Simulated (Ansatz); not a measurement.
`[F][InH][I]` + H–F → `[F][InH][F]` + HI at 400 K and 1 bar (ligand exchange at the In–I bond).

Calculated with Ansatz (gas phase, PBE0-D4/def2-TZVP geometries, no zero-point term in ΔE). CCSD(T)/CBS adds triple-zeta CCSD(T) − MP2 to the extrapolated MP2 energy (def2 sets, frozen cores). This one scheme is used for every species. Elements past krypton have def2 core potentials. For I, In outer-core shells are correlated without core-valence functions, which leaves a few kJ/mol of doubt a bond.

```json
{"species": "`[F][InH][I]`", "CCSD(T)/CBS energy (Eh)": "-587.72167", "H − E (kJ/mol)": "43.8", "S (J/(mol·K))": "347.5"}
{"species": "H–F", "CCSD(T)/CBS energy (Eh)": "-100.39570", "H − E (kJ/mol)": "36.5", "S (J/(mol·K))": "182.2"}
{"species": "`[F][InH][F]`", "CCSD(T)/CBS energy (Eh)": "-390.04654", "H − E (kJ/mol)": "45.2", "S (J/(mol·K))": "310.7"}
{"species": "HI", "CCSD(T)/CBS energy (Eh)": "-298.03592", "H − E (kJ/mol)": "25.7", "S (J/(mol·K))": "215.0"}
```

H − E and S are ideal-gas, rigid-rotor, harmonic terms from PBE0-D4/def2-TZVP. 1 Eh = 2625.50 kJ/mol, R = 8.31446 J/(mol·K).

Question: By hand: ΔE, ΔH, ΔS and ΔG.

Answer: ΔE = (-390.04654) + (-298.03592) − (-587.72167) − (-100.39570) = 0.03491 Eh = 91.7 kJ/mol. Δ(H − E) = 45.2 + 25.7 − 43.8 − 36.5 = -9.4, so ΔH = 82.3 kJ/mol. ΔS = 310.7 + 215.0 − 347.5 − 182.2 = -4.0 J/(mol·K). ΔG = 82.3 − 400 × (-4.0)/1000 = 83.9 kJ/mol.

Question: By hand: the equilibrium constant, and the temperature at which ΔG would vanish if ΔH and ΔS stayed fixed.

Answer: log₁₀ K = −ΔG/(RT ln 10) = -11.0. ΔH and −TΔS have one sign here, so there is no such temperature.

The number of gas molecules stays the same, so ΔS is small and ΔH decides. A doubt of 5 kJ/mol in ΔE shifts log₁₀ K by 0.7 here. These are equilibria of isolated gas molecules and say nothing of rates. Largest T1 diagnostic: 0.017 (customary marks: 0.02 for closed shells, 0.045 for open ones).

ΔS is within the doubt of such terms, so its sign, and with it that verdict, could turn.
